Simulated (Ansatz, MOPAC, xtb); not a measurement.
Spectroscopic constants of AlH+, multiplicity 2 (the spin of the measured ground state).

Constants: fifth-degree fit in 1/R to seven points, most abundant isotopes. In def2 and cc sets the state is the lowest found near the PBE0 minimum, followed along R.

Codes used: Ansatz (a first-principles code); MOPAC for PM6 (differences of heats of formation); xtb for the GFN methods. Each number belongs to the level named beside it. The GFN methods have no spin term and hold the electronic entropy of 300 K.

```
level                                          r_e (Å)  ω_e (cm⁻¹)  B_e (cm⁻¹)  α_e (cm⁻¹)
---------------------------------------------  -------  ----------  ----------  ----------
PM6                                              1.616        1777        6.64        0.72
GFN2-xTB                                         1.566        1574        7.07        0.45
SVWN5/def2-TZVPP                                 1.641        1564        6.44        0.29
PBE/def2-TZVPP                                   1.637        1582        6.48        0.30
r2SCAN/def2-TZVPP                                1.612        1683        6.68        0.28
B97M-V/def2-TZVPP                                1.612        1644        6.67        0.31
B3LYP/def2-TZVPP                                 1.621        1616        6.60        0.31
PBE0/def2-TZVPP                                  1.618        1657        6.63        0.29
BHLYP/def2-TZVPP                                 1.605        1679        6.73        0.31
CAM-B3LYP/def2-TZVPP                             1.613        1653        6.67        0.31
wB97X-V/def2-TZVPP                               1.606        1724        6.73        0.27
wB97M-V/def2-TZVPP                               1.616        1616        6.64        0.34
B2PLYP/def2-TZVPP                                1.609        1674        6.70        0.31
CCSD/aug-cc-pV(T+d)Z                             1.610        1665        6.70        0.31
CCSD/def2-TZVPP                                  1.609        1675        6.71        0.31
CCSD/aug-cc-pV(Q+d)Z                             1.606        1698        6.73        0.30
CCSD/def2-QZVPP                                  1.606        1699        6.73        0.30
CCSD/aug-cc-pV(5+d)Z                             1.606        1700        6.73        0.30
CCSD(T)/aug-cc-pV(T+d)Z                          1.610        1667        6.69        0.31
CCSD(T)/def2-TZVPP                               1.609        1677        6.70        0.31
CCSD(T)/aug-cc-pV(Q+d)Z                          1.607        1699        6.72        0.30
CCSD(T)/def2-QZVPP                               1.607        1700        6.72        0.30
CCSD(T)/aug-cc-pV(5+d)Z                          1.606        1701        6.72        0.30
CCSD(T)/CBS(def2-TZVPP, def2-QZVPP)              1.606        1707        6.73        0.30
CCSD(T)/CBS(aug-cc-pV(Q+d)Z, aug-cc-pV(5+d)Z)    1.606        1702        6.72        0.30
```

Frozen-core correlation. CBS: X⁻³ extrapolation of the correlation energy, Hartree–Fock from the larger set. The state that PM6 reach isn't checked.

Measured for the ground state: r_e 1.602 Å [NIST CCCBDB].
